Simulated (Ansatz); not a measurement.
```yaml
crystal:
  periodic: [false, false, false]
  atoms:
    - {symbol: N, position_ang: [0.285847, -0.129186, -0.526856]}
    - {symbol: Nb, position_ang: [0.285847, -0.129186, -0.576856]}
    - {symbol: N, position_ang: [0.764824, 1.202817, 0.957505]}
    - {symbol: O, position_ang: [1.677841, -1.252149, -0.795752]}
    - {symbol: F, position_ang: [0.351599, 0.998785, -2.048874]}
    - {symbol: H, position_ang: [-1.143012, -2.141299, -0.052038]}
    - {symbol: H, position_ang: [-2.268655, -0.377635, -0.199828]}
    - {symbol: H, position_ang: [0.318162, 1.772776, 1.261783]}
    - {symbol: H, position_ang: [1.739276, 0.891346, 1.926338]}
basis:
  gaussian: {orbitals: def2-TZVPD}
hamiltonian: {xc: {name: revPBE0}}
output: {forces: true}
```

```sh
$ ansatz run in.yaml --threads 4 --pin off --events-out ev --progress --plain --max-ram 10444MiB
```

Shortened log:

```
Functional definition: revPBE0
1314 factors; their error is unknown
mean field evaluation 1: about 15818.5612 eV, gradient 1.4e2 eV
mean field evaluation 2: about 16759.6553 eV, gradient 4.8e2 eV
mean field evaluation 4: about 15822.6532 eV, gradient 1.6e2 eV
mean field evaluation 8: about 15769.6923 eV, gradient 3.7e0 eV
mean field evaluation 16: about 15768.2762 eV, gradient 8.5e-1 eV
mean field evaluation 32: about 15769.5525 eV, gradient 1.6e1 eV
mean field 15768.27440339 eV, 579.4733962044 hartree, gradient 2.7e-5 eV, S^2 0.000000; 4 other end points of the search recorded, 0 dependent functions left out
reference 15768.27433251 eV, 579.4733935993 hartree; 24, 24 occupied and 206, 206 virtual orbitals, 1314 factors
Total energy: 15768.27433251 eV, 579.4733935993 hartree
Atom 0 at     0.285847    -0.129186    -0.526856 Å, force    11.002002    16.885538 524632.063268 eV/Å
Atom 1 at     0.285847    -0.129186    -0.576856 Å, force   -16.155588   -17.965978 -524626.952505 eV/Å
Atom 2 at     0.764824     1.202817     0.957505 Å, force    16.066284   -17.164371    -3.575319 eV/Å
Atom 3 at     1.677841    -1.252149    -0.795752 Å, force     4.829314    -4.126692    -0.917698 eV/Å
Atom 4 at     0.351599     0.998785    -2.048874 Å, force     0.106316     4.287482    -5.567923 eV/Å
Atom 5 at    -1.143012    -2.141299    -0.052038 Å, force    -0.984632     1.953573    -0.225313 eV/Å
Atom 6 at    -2.268655    -0.377635    -0.199828 Å, force     1.484609    -1.754361     0.217922 eV/Å
Atom 7 at     0.318162     1.772776     1.261783 Å, force   -12.121104    16.648270     8.761851 eV/Å
Atom 8 at     1.739276     0.891346     1.926338 Å, force    -4.227201     1.236539    -3.804282 eV/Å
Dipole moment:    -0.629691    -0.249231     0.785885 e Å
```

(1) What is wrong with this run?

Answers

(1) One atom was put on top of another. The calculation finished and met its thresholds. The result belongs to that input, not to the molecule as meant.
